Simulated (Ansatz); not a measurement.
One change: `O[CH]([SiH3])[SnH3]` becomes `OC([SiH3])S`.

Ansatz, PBE0-D4/def2-TZVP geometries, multiplicity 1. Each molecule was computed in one conformer, which needn't be the lowest.

Elements past krypton have def2 core potentials.

```json
{"property": "LUMO energy (PBE0/def2-TZVPP) / eV", "`O[CH]([SiH3])[SnH3]`": "-0.15"}
{"property": "size of the dipole moment (ωB97M-V/def2-TZVPP) / D", "`O[CH]([SiH3])[SnH3]`": "1.52"}
{"property": "HOMO–LUMO gap (B3LYP/def2-TZVPP) / eV", "`O[CH]([SiH3])[SnH3]`": "6.61"}
{"property": "LUMO energy (PBE/def2-TZVPP) / eV", "`O[CH]([SiH3])[SnH3]`": "-0.93"}
{"property": "HOMO–LUMO gap (PBE/def2-TZVPP) / eV", "`O[CH]([SiH3])[SnH3]`": "5.01"}
{"property": "HOMO energy (PBE/def2-TZVPP) / eV", "`O[CH]([SiH3])[SnH3]`": "-5.93"}
```

Problem. Give the same properties after the change, and the shifts. (An estimate is asked.)

Solution. Ansatz gave: 
```json
{"property": "LUMO energy (PBE0/def2-TZVPP) / eV", "`OC([SiH3])S`": "-0.04", "shift": "0.11"}
{"property": "size of the dipole moment (ωB97M-V/def2-TZVPP) / D", "`OC([SiH3])S`": "2.11", "shift": "0.59"}
{"property": "HOMO–LUMO gap (B3LYP/def2-TZVPP) / eV", "`OC([SiH3])S`": "6.73", "shift": "0.12"}
{"property": "LUMO energy (PBE/def2-TZVPP) / eV", "`OC([SiH3])S`": "-0.92", "shift": "0.01"}
{"property": "HOMO–LUMO gap (PBE/def2-TZVPP) / eV", "`OC([SiH3])S`": "5.11", "shift": "0.10"}
{"property": "HOMO energy (PBE/def2-TZVPP) / eV", "`OC([SiH3])S`": "-6.03", "shift": "-0.10"}
```

With PBE0 the HOMO falls by 0.07 eV and the LUMO rises by 0.11 eV, so the gap widens by about 0.18 eV. PBE moves the HOMO by -0.10 eV and ωB97M-V by -0.14 eV. Dipoles are sizes alone; their direction can turn.

B3LYP here is the variant with VWN-RPA as its local correlation; programs differ in this.
